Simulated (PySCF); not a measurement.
**Computed beside measured shifts**

System: Me2Si(SBu)2 (C10H24S2Si), SMILES CCCCS[Si](C)(C)SCCCC.

Atom-mapped SMILES (hydrogens are numbered by the atom that bears them): [CH3:1][CH2:2][CH2:3][CH2:4][S:5][Si:6]([CH3:7])([CH3:8])[S:9][CH2:10][CH2:11][CH2:12][CH3:13]

Level of theory: GIAO KT3/pcSseg-1, gas phase, PySCF SCF with an in-house response code, fitting set def2-universal-JFIT, grid level 2, non-relativistic, geometry: GFN2-xTB.

One optimised conformer. Values are averaged over the atoms that symmetry or fast rotation interchanges, on this one geometry and without vibrational averaging. Shifts are the reference shielding less the shielding here, at the same level (13C, 1H, 29Si against isolated TMS; 33S against isolated CS2); nuclei without a reference have shieldings only.

What shifts does this level give for Si6, and how do they compare with measurement?


| atom | nucleus | computed / ppm | measured / ppm | computed less measured | measured against | medium of the measurement |
| --- | --- | --- | --- | --- | --- | --- |
| Si6 | 29Si | 31.2 | 24.8 | 6.4 | TMS | solution |

Measured values: U. Herzog, Habilitationsschrift, TU Bergakademie Freiberg, 2002/2003.
